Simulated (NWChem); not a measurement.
# CH$_{6}$GeO; SMILES [O](C)[GeH3]

Problem. Give the equilibrium geometry at PBE-D3(BJ)/def2-SVP (NWChem) as a Z-matrix, with the point group.

Solution. point group Cs; any orientation.
```
O
C 1 1.4122
H 2 1.1107 1 108.27
H 2 1.1177 3 107.49 1 122.30
H 2 1.1177 3 107.49 4 115.40
Ge 1 1.8039 2 118.03 3 180.00
H 6 1.5435 1 104.20 2 180.00
H 6 1.5570 7 112.00 1 -118.05
H 6 1.5570 7 112.00 8 -123.90
```
